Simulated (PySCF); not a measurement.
Variants of one PySCF input: S⁻

Base input, run as `OMP_NUM_THREADS=1 python input.py` with PySCF 2.14:

```python
from pyscf import gto, scf, mp

mol = gto.M(
    atom='S 0 0 0',
    basis='cc-pcvdz',
    charge=-1,
    spin=1,
    symmetry=True,
    verbose=4,
)
mf = scf.UHF(mol)
mf.kernel()
mp.MP2(mf, frozen=5).kernel()
mf.dip_moment()
print('orbital energies (hartree):', [e[max(0, n-3):n+3].round(4) for e, n in zip(mf.mo_energy, mol.nelec)])
```

Base result: E(SCF) = -397.503762 Eh, 8 cycles, E(MP2) − E(SCF) = -0.10645 Eh, ⟨S²⟩ = 0.750. The basis has no diffuse functions, which an anion needs. No search for the lowest solution was made.

It ran on Arm Neoverse V1 (1 thread, shared host) in 0.91 s, peak memory 0.11 GiB.

Each row names what differs from the base; energies in brackets are changes from the base.

```tsv
change	result
basis set: cc-pcvdz → 6-311++g**	E(SCF) = -397.529838 Eh (-0.7096 eV), 10 cycles, E(MP2) − E(SCF) = -0.10382 Eh, ⟨S²⟩ = 0.756
step after the SCF: mp2 → eomea; frozen orbitals: 5 → 0; number of roots: default → 4 [positive roots are unbound]	E(SCF) = -397.503762 Eh (+0.0000 eV), 8 cycles, E(CCSD) − E(SCF) = -0.33512 Eh, ⟨S²⟩ = 0.750, attachment roots 7.548, 24.488, 24.509, 25.026 eV
functional: none (Hartree–Fock) → bhandhlyp; SCF type: UHF → UKS; step after the SCF: mp2 → analyze	E(SCF) = -398.160453 Eh, 7 cycles, ⟨S²⟩ = 0.750
charge: -1 → 1 [another spin of the ion may lie lower]	E(SCF) = -397.044142 Eh (+12.5069 eV), 8 cycles, E(MP2) − E(SCF) = -0.07633 Eh, ⟨S²⟩ = 0.750
smearing width (hartree): none → 0.01; step after the SCF: mp2 → none [smearing does not keep the typed spin]	E(SCF) = -397.338383 Eh (+4.5002 eV), 7 cycles
Cartesian functions: off → on	E(SCF) = -397.507635 Eh (-0.1054 eV), 8 cycles, E(MP2) − E(SCF) = -0.10586 Eh, ⟨S²⟩ = 0.756
second-order solver: off → on	not converged: SCF after 50 cycles
basis set: cc-pcvdz → cc-pvqz [no diffuse functions for the anion]	E(SCF) = -397.534559 Eh (-0.8380 eV), 9 cycles, E(MP2) − E(SCF) = -0.16897 Eh, ⟨S²⟩ = 0.752
basis set: cc-pcvdz → 6-311g** [no diffuse functions for the anion]	E(SCF) = -397.529095 Eh (-0.6894 eV), 9 cycles, E(MP2) − E(SCF) = -0.10272 Eh, ⟨S²⟩ = 0.752
functional: none (Hartree–Fock) → r2scan; SCF type: UHF → UKS; step after the SCF: mp2 → analyze	E(SCF) = -398.130146 Eh, 7 cycles, ⟨S²⟩ = 0.750
basis set: cc-pcvdz → cc-pvtz [no diffuse functions for the anion]	E(SCF) = -397.526405 Eh (-0.6162 eV), 9 cycles, E(MP2) − E(SCF) = -0.15184 Eh, ⟨S²⟩ = 0.751
PCM solvent, dielectric constant: none → 78.36; step after the SCF: mp2 → analyze	E(SCF) = -397.621875 Eh (-3.2140 eV), 8 cycles, ⟨S²⟩ = 0.750
SCF type: UHF → RHF [runs as restricted open-shell]	E(SCF) = -397.503655 Eh (+0.0029 eV), 7 cycles, E(MP2) − E(SCF) = -0.10682 Eh
cycle limit: 50 → 200	E(SCF) = -397.503762 Eh (+0.0000 eV), 8 cycles, E(MP2) − E(SCF) = -0.10645 Eh, ⟨S²⟩ = 0.750
charge: -1 → 0; spin (2S): 1 → 2 [another spin of the ion may lie lower] [a high spin state]	E(SCF) = -397.493248 Eh (+0.2861 eV), 8 cycles, E(MP2) − E(SCF) = -0.08773 Eh, ⟨S²⟩ = 2.001
spin (2S): 1 → 3 [a high spin state]	E(SCF) = -396.891330 Eh (+16.6651 eV), 8 cycles, E(MP2) − E(SCF) = -0.11039 Eh, ⟨S²⟩ = 3.750
spin-free X2C: off → on [basis contracted without relativity]	E(SCF) = -398.472969 Eh, 8 cycles, E(MP2) − E(SCF) = -0.10662 Eh, ⟨S²⟩ = 0.750
```

Task: Order these changes by how far they move the SCF energy from the base, largest first: (1) Cartesian functions: off → on; (2) PCM solvent, dielectric constant: none → 78.36; step after the SCF: mp2 → analyze; (3) SCF type: UHF → RHF.

Result: (2) -3.2140 eV, (1) -0.1054 eV, (3) +0.0029 eV.
